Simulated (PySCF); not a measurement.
## Computed spin Hamiltonian

C8H12Si (charge +1 and doublet state).
Cartesian coordinates in Å at the PBE0-D3(BJ)/def2-SVP level; atoms count from 1:
```xyz
21
C8H12Si angstrom
C      3.0227   -0.0374   -1.0224
C      2.3005   -0.1848    0.0969
Si     0.4779    0.0642    0.2057
C     -0.2402    0.3782    1.8772
C     -0.8705   -0.5447    2.6168
C     -0.5264   -1.1828   -0.8265
C     -1.8207   -1.5153   -0.5942
C     -0.2112    1.2107   -1.1412
C     -1.3364    1.9467   -0.9600
H      4.1040   -0.2086   -1.0335
H      2.5831    0.2613   -1.9807
H      2.8125   -0.4764    1.0224
H     -0.0782    1.3725    2.3152
H     -1.2279   -0.3188    3.6268
H     -1.0482   -1.5671    2.2643
H      0.0191   -1.6401   -1.6633
H     -2.4515   -0.9625    0.1102
H     -2.2707   -2.3918   -1.0773
H      0.3393    1.2722   -2.0890
H     -1.9968    1.8005   -0.0977
H     -1.5984    2.7579   -1.6505
```

The hyperfine couplings belong to this conformer and change with its torsions.

The species is `C=C[Si]([CH][CH2+])(C=C)C=C` [radical] (charge +1).

Computed with PySCF, UKS B3LYP, IGLO-III on C Si, pcH-1 on H, non-relativistic, mean-field spin-orbit, GIAO. Geometry: PBE0-D3(BJ)/def2-SVP, one conformer, isolated ion. The frame is twisted about the C6–C7 bond at this geometry (dihedral Si3–C6–C7–H17 = 11°); couplings at other torsion angles weren't computed. The SCF solution wasn't tested for stability.

```json
{"g1, g2, g3": "2.00252, 2.00271, 2.00404", "g_iso": "2.00309", "Form of g": "close to axial: the two nearest values differ by 12 % of g3 − g1", "⟨S²⟩": "0.7639 (exact 0.7500)", "Total energy": "-601.32702 Eh"}
```

Hyperfine couplings atom by atom, in MHz; T1 to T3 are the principal values of the dipolar part; ρ(0) is the spin density at the nucleus:

```tsv
atom	isotope	a_iso	of which spin–orbit	T1	T2	T3	Mulliken spin population	ρ(0) (bohr⁻³)
C1	13C	1.3	0.0	-1.6	-1.0	2.6	0.02	0.0012
C2	13C	-3.5	0.0	-0.2	-0.1	0.3	-0.01	-0.0032
Si3	29Si	14.3	0.0	-21.0	9.1	11.8	0.00	-0.0160
C4	13C	-2.7	0.0	-0.6	-0.1	0.6	0.00	-0.0024
C5	13C	-0.3	0.0	-0.8	0.0	0.7	0.00	-0.0003
C6	13C	74.7	0.0	-30.8	-17.6	48.4	0.17	0.0665
C7	13C	16.0	-0.1	-27.7	-26.0	53.7	0.33	0.0143
C8	13C	74.1	0.0	-29.8	-16.4	46.3	0.16	0.0659
C9	13C	16.7	-0.1	-27.5	-25.8	53.3	0.33	0.0149
H10	1H	-1.6	0.0	-1.2	-0.4	1.6	0.00	-0.0003
H11	1H	-1.3	0.0	-1.0	-0.4	1.4	0.00	-0.0003
H12	1H	-1.1	0.0	-0.7	-0.6	1.3	0.00	-0.0002
H13	1H	1.1	0.0	-1.3	-0.9	2.2	0.00	0.0002
H14	1H	-0.2	0.0	-0.7	-0.5	1.2	0.00	-0.0001
H15	1H	1.1	0.0	-1.9	-1.0	3.0	0.00	0.0002
H16	1H	27.7	0.0	-10.3	-2.6	12.9	0.01	0.0062
H17	1H	-2.4	0.0	-11.6	-3.8	15.4	-0.01	-0.0005
H18	1H	14.2	0.0	-13.4	-4.3	17.7	0.00	0.0032
H19	1H	21.0	0.0	-9.8	-2.1	12.0	0.01	0.0047
H20	1H	-3.7	0.0	-11.6	-3.5	15.1	-0.01	-0.0008
H21	1H	12.7	0.0	-13.3	-4.1	17.4	0.00	0.0028
```

The largest Mulliken spin populations are on C7 (+0.33), C9 (+0.33), C6 (+0.17) and C8 (+0.16). Four atoms exceed +0.15.

C4, the radical centre as drawn in `C=C[Si]([CH][CH2+])(C=C)C=C`, holds a spin population of 0.00 out of 1.

Axes: g1 points within 13° of the C7–H18 bond.

Under fast tumbling the dipolar parts average out, and these isotropic splittings remain: 3 × 1H (H12/H16/H19, I = 1/2, 4 lines) with 0.57 mT, 3 × 1H (H10/H18/H21, I = 1/2, 4 lines) with 0.30 mT, 3 × 1H (H11/H17/H20, I = 1/2, 4 lines) with 0.09 mT, 1 × 1H (H15, I = 1/2, 2 lines) with 0.04 mT and 1 × 1H (H13, I = 1/2, 2 lines) with 0.04 mT.

Means are taken over nuclei equivalent by connectivity, which assumes that they swap fast. H14 and H15 aren't averaged: C5 is flat or nearly so (angle sum 360°), and its turn about the short C5–C4 bond (1.34 Å) is taken as slow. The 1H value of +15.9 MHz is a mean of couplings from -1.1 to 27.7 MHz in this one geometry, not an average over conformers. The 1H value of +8.4 MHz is a mean of couplings from -1.6 to 14.2 MHz in this one geometry, not an average over conformers.

The 13C coupling of C2/C6/C8 (mean 48.4 MHz) shows only in satellite lines or after enrichment, since that isotope makes up about 1.07 % of natural carbon.

The 29Si coupling of Si3 (14.3 MHz) shows only in satellite lines or after enrichment, since that isotope makes up about 4.7 % of natural silicon.
